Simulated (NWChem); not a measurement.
# Dipole moment of HCl3Si

```xyz
5

Si     0.0325     0.5070     0.0000
Cl    -0.9793    -0.1159     1.6799
Cl    -0.9793    -0.1159    -1.6799
Cl     1.9245    -0.3021     0.0000
H      0.1268     1.9789     0.0000
```
Charge 0, spin multiplicity 1.

Everything below was run with NWChem. The geometry was optimised at B3LYP/def2-SVP, a minimum by its harmonic frequencies.

Basis set: 6-31G*. The CCSD dipole comes from the Λ equations, without orbital relaxation.

The correlated methods keep 20 core orbitals frozen. B3LYP has NWChem's definition, with VWN1-RPA local correlation. The Pople sets run with spherical d functions. The structure started from a generated list of species. Coupled-cluster values serve here as a point of comparison, not as the truth.

### Question
Order these methods by the dipole moment they give, lowest first: HF, B3LYP, PBE, BHandHLYP.

### Answer
PBE (1.11 D), B3LYP (1.19 D), BHandHLYP (1.31 D), HF (1.44 D)
